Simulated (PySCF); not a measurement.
# Induced dipoles and field energies

C₂H₇NSi₂.
SMILES with atom numbers: `[N:1]#[C:2][CH2:3][SiH2:4][SiH3:5]` (hydrogens: H6, H7 on C3; H8, H9 on Si4; H10, H11, H12 on Si5)

Structure used (PBE0-D3(BJ)/def2-SVP), in Å, numbered top down from 1:
```xyz
12
C2H7NSi2 angstrom
N     -1.5122   -2.1907   -1.2446
C     -1.5696   -1.2280   -0.6025
C     -1.5756   -0.0134    0.1858
Si    -0.0119    1.0497   -0.1301
Si     1.9185   -0.2233    0.2519
H     -2.4721    0.5827   -0.0500
H     -1.6222   -0.2703    1.2567
H     -0.0572    1.5464   -1.5382
H     -0.0874    2.2211    0.7968
H      1.9991   -1.3364   -0.7391
H      3.1247    0.6504    0.1260
H      1.8684   -0.7895    1.6353
```

Level: CAM-B3LYP/def2-SVPD (PySCF); nuclei fixed, core orbitals frozen in the response. Permanent dipole (0.156, 3.222, 2.168) D (1 au = 2.5417 D). Static polarisability (au):

```
x   90.31 -0.41  3.58
y   -0.41 89.32  6.04
z    3.58  6.04 75.11
```

Only the terms in μ and α are kept: μ(F) = μ + αF and ΔE = −μ·F − ½ F·αF.

Problem. Apply 0.002 au along ±x, ±y and ±z in turn. Tabulate induced and total dipoles and both energy terms.

Solution. 
```json
{"field along": "+x", "induced x (D)": "0.459", "induced y (D)": "-0.002", "induced z (D)": "0.018", "total size (D)": "3.940", "−μ·F (kJ/mol)": "-0.322", "−½F·αF (kJ/mol)": "-0.474"}
{"field along": "−x", "induced x (D)": "-0.459", "induced y (D)": "0.002", "induced z (D)": "-0.018", "total size (D)": "3.887", "−μ·F (kJ/mol)": "+0.322", "−½F·αF (kJ/mol)": "-0.474"}
{"field along": "+y", "induced x (D)": "-0.002", "induced y (D)": "0.454", "induced z (D)": "0.031", "total size (D)": "4.286", "−μ·F (kJ/mol)": "-6.656", "−½F·αF (kJ/mol)": "-0.469"}
{"field along": "−y", "induced x (D)": "0.002", "induced y (D)": "-0.454", "induced z (D)": "-0.031", "total size (D)": "3.501", "−μ·F (kJ/mol)": "+6.656", "−½F·αF (kJ/mol)": "-0.469"}
{"field along": "+z", "induced x (D)": "0.018", "induced y (D)": "0.031", "induced z (D)": "0.382", "total size (D)": "4.137", "−μ·F (kJ/mol)": "-4.479", "−½F·αF (kJ/mol)": "-0.394"}
{"field along": "−z", "induced x (D)": "-0.018", "induced y (D)": "-0.031", "induced z (D)": "-0.382", "total size (D)": "3.660", "−μ·F (kJ/mol)": "+4.479", "−½F·αF (kJ/mol)": "-0.394"}
```

Problem. For the field (-0.0002, 0.0014, -0.0012) au, what is the induced dipole, and what angle does it make with the field?

Solution. αF = (-0.058, 0.300, -0.209) D, at 6.3° to the field. The polarisability along this direction, F·αF/F², is 78.05 au, against a mean of 84.91 au.

Problem. Which field along μ doubles the dipole in that direction (linear response)?

Solution. The polarisability along the dipole is 90.62 au, so F = 1.5291 au / 90.62 au = 0.0169 au = 0.87 V/Å; higher-order terms are ignored.

Problem. What field makes μF equal to kT at 200 K?

Solution. kT = 0.6334 × 10⁻³ Eh, so F = 0.000414 au = 2.13 MV/cm.

Problem. A unit point charge sits 7 Å away. Estimate the induction energy −αe²/2R⁴ with the mean polarisability, treating the molecule as a point.

Solution. R = 13.23 bohr, so the energy is −84.9/(2 × 13.23⁴) Eh = -3.64 kJ/mol. The charge–dipole term at its most favourable orientation, −μe/R², is -22.9 kJ/mol.

Isolated species at its PBE0-D3(BJ)/def2-SVP geometry (one conformer only).
